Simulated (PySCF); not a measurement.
Si(H)(Cl)(Et)(NH2) (C2H8ClNSi), SMILES CC[SiH](N)Cl.

The structure is a stationary point at PBE-D3(BJ)/def2-SVP. The values are those of a single conformer.

All values below come from PBE-D3(BJ)/def2-SVP (PySCF).

Frequencies are harmonic and unscaled.

```json
[
 {"mode": "1", "ν (cm⁻¹)": "72", "IR (km/mol)": "0.3", "moving atoms (share of kinetic energy)": "H 43 %, C 39 %"},
 {"mode": "2", "ν (cm⁻¹)": "129", "IR (km/mol)": "1.3", "moving atoms (share of kinetic energy)": "C 27 %, H 21 %, Cl 21 %, Si 18 %, N 13 %"},
 {"mode": "3", "ν (cm⁻¹)": "177", "IR (km/mol)": "0.2", "moving atoms (share of kinetic energy)": "H 74 %, Si 11 %, N 9 %"},
 {"mode": "4", "ν (cm⁻¹)": "209", "IR (km/mol)": "8.6", "moving atoms (share of kinetic energy)": "H 32 %, N 32 %, Cl 16 %, C 14 %"},
 {"mode": "5", "ν (cm⁻¹)": "235", "IR (km/mol)": "11.7", "moving atoms (share of kinetic energy)": "H 75 %, C 17 %"},
 {"mode": "6", "ν (cm⁻¹)": "281", "IR (km/mol)": "8.9", "moving atoms (share of kinetic energy)": "H 31 %, C 23 %, Si 19 %, Cl 19 %, N 9 %"},
 {"mode": "7", "ν (cm⁻¹)": "327", "IR (km/mol)": "12.1", "moving atoms (share of kinetic energy)": "H 57 %, C 18 %, Cl 10 %, N 8 %"},
 {"mode": "8", "ν (cm⁻¹)": "459", "IR (km/mol)": "89.8", "moving atoms (share of kinetic energy)": "H 61 %, N 27 %, Cl 9 %"},
 {"mode": "9", "ν (cm⁻¹)": "519", "IR (km/mol)": "174.7", "moving atoms (share of kinetic energy)": "Si 46 %, Cl 27 %, H 17 %"},
 {"mode": "10", "ν (cm⁻¹)": "612", "IR (km/mol)": "14.6", "moving atoms (share of kinetic energy)": "H 88 %, C 11 %"},
 {"mode": "11", "ν (cm⁻¹)": "655", "IR (km/mol)": "35.3", "moving atoms (share of kinetic energy)": "C 42 %, Si 27 %, H 26 %"},
 {"mode": "12", "ν (cm⁻¹)": "740", "IR (km/mol)": "21.8", "moving atoms (share of kinetic energy)": "H 82 %, C 11 %"},
 {"mode": "13", "ν (cm⁻¹)": "799", "IR (km/mol)": "106.9", "moving atoms (share of kinetic energy)": "H 90 %, Si 8 %"},
 {"mode": "14", "ν (cm⁻¹)": "844", "IR (km/mol)": "57.9", "moving atoms (share of kinetic energy)": "N 43 %, Si 29 %, H 27 %"},
 {"mode": "15", "ν (cm⁻¹)": "892", "IR (km/mol)": "120.6", "moving atoms (share of kinetic energy)": "H 73 %, Si 14 %, N 13 %"},
 {"mode": "16", "ν (cm⁻¹)": "949", "IR (km/mol)": "12.5", "moving atoms (share of kinetic energy)": "H 79 %, C 18 %"},
 {"mode": "17", "ν (cm⁻¹)": "952", "IR (km/mol)": "17.7", "moving atoms (share of kinetic energy)": "H 80 %, C 14 %"},
 {"mode": "18", "ν (cm⁻¹)": "1025", "IR (km/mol)": "24.0", "moving atoms (share of kinetic energy)": "C 71 %, H 29 %"},
 {"mode": "19", "ν (cm⁻¹)": "1201", "IR (km/mol)": "1.5", "moving atoms (share of kinetic energy)": "H 79 %, C 21 %"},
 {"mode": "20", "ν (cm⁻¹)": "1212", "IR (km/mol)": "4.5", "moving atoms (share of kinetic energy)": "H 59 %, C 40 %"},
 {"mode": "21", "ν (cm⁻¹)": "1344", "IR (km/mol)": "1.0", "moving atoms (share of kinetic energy)": "H 82 %, C 18 %"},
 {"mode": "22", "ν (cm⁻¹)": "1378", "IR (km/mol)": "4.5", "moving atoms (share of kinetic energy)": "H 91 %, C 9 %"},
 {"mode": "23", "ν (cm⁻¹)": "1423", "IR (km/mol)": "7.3", "moving atoms (share of kinetic energy)": "H 97 %"},
 {"mode": "24", "ν (cm⁻¹)": "1427", "IR (km/mol)": "5.1", "moving atoms (share of kinetic energy)": "H 96 %"},
 {"mode": "25", "ν (cm⁻¹)": "1498", "IR (km/mol)": "40.4", "moving atoms (share of kinetic energy)": "H 90 %, N 10 %"},
 {"mode": "26", "ν (cm⁻¹)": "2186", "IR (km/mol)": "110.6", "moving atoms (share of kinetic energy)": "H 97 %"},
 {"mode": "27", "ν (cm⁻¹)": "2968", "IR (km/mol)": "31.4", "moving atoms (share of kinetic energy)": "H 97 %"},
 {"mode": "28", "ν (cm⁻¹)": "2972", "IR (km/mol)": "9.1", "moving atoms (share of kinetic energy)": "H 94 %"},
 {"mode": "29", "ν (cm⁻¹)": "3023", "IR (km/mol)": "2.4", "moving atoms (share of kinetic energy)": "H 91 %, C 9 %"},
 {"mode": "30", "ν (cm⁻¹)": "3051", "IR (km/mol)": "19.2", "moving atoms (share of kinetic energy)": "H 91 %, C 9 %"},
 {"mode": "31", "ν (cm⁻¹)": "3062", "IR (km/mol)": "16.5", "moving atoms (share of kinetic energy)": "H 91 %, C 9 %"},
 {"mode": "32", "ν (cm⁻¹)": "3478", "IR (km/mol)": "23.2", "moving atoms (share of kinetic energy)": "H 96 %"},
 {"mode": "33", "ν (cm⁻¹)": "3572", "IR (km/mol)": "24.8", "moving atoms (share of kinetic energy)": "H 91 %, N 9 %"}
]
```
